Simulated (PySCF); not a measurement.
Structure with atom numbers: `[CH3:1][O:2][C:3](=[O:4])[SiH2:5][SiH2:6][NH2:7]`; H(Xn) means a hydrogen on atom n.

Theoretical values (PySCF 2.14): PBE0-D3(BJ)/def2-SVP structure, shielding tensors at PBE/pcSseg-1 (GIAO). Gas phase, rapidly exchanging positions averaged, non-relativistic, one conformer.

Referencing at the same level of theory: TMS for ¹³C, ¹H, ²⁹Si; ¹⁷O against H2O; ¹⁵N vs NH3.

```tsv
atoms	nucleus	count	δ (ppm)
C1	¹³C	1	?
H(N7)	¹H	2	-0.31
N7	¹⁵N	1	2.0
Si6	²⁹Si	1	-46.8
C3	¹³C	1	179.9
H(Si6)	¹H	2	?
Si5	²⁹Si	1	-90.7
H(Si5)	¹H	2	4.15
O4	¹⁷O	1	518.7
O2	¹⁷O	1	?
H(C1)	¹H	3	3.61
```

Problem. Fill in the missing shifts.

Solution. 
- C1: 51.5 ppm, methyl carbon bonded to O; deshielded by the electronegative neighbour
- H(Si6): 5.23 ppm, hydrogen on a silicon bonded to N, Si
- O2: 243.3 ppm, ester alkoxy oxygen

OH/NH shifts are gas-phase values; hydrogen bonding in solution moves them, usually downfield. Shifts are as computed. Against solution values, carbons near 30 ppm lie about +2 ppm off and those near 130 ppm about +2 ppm. Of 1211 compounds with measured shifts, 218 miss one by over three times the rms of a fit or turn the order of signals round; such compounds aren't used in these exercises. Unscaled 17O shifts of doubly bonded oxygen tend to come out too high, by tens of ppm or more. Experimental scales use liquid or dissolved standards, which lie at an offset from isolated NH3 (liquid NH3: subtract about 20 ppm) and H2O (liquid H2O: subtract about 36 ppm).
